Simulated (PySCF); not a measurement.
# Correlation energy of W (tungsten, neutral)

[Xe] 4f14 5d4 6s2, high-spin 5D determinant. Calculation: PySCF 2.14, in aug-cc-pVTZ-PP with ECP60MDF (6s6p5d3f2g, 88 functions); scalar relativity through the core potential. Frozen: 5s2 5p6; 6 electrons correlated.

```
  level  correlation energy (mhartree)
   CCSD                        -111.90
    (T)                          -6.54
CCSD(T)                        -118.44
```

Diagnostics: T1 = 0.028, D1 = 0.0907, largest double amplitude 0.060.

Q: Is a single reference adequate?

A: Yes, within this model without spin-orbit coupling: T1 lies below 0.03 and no double amplitude reaches 0.07.
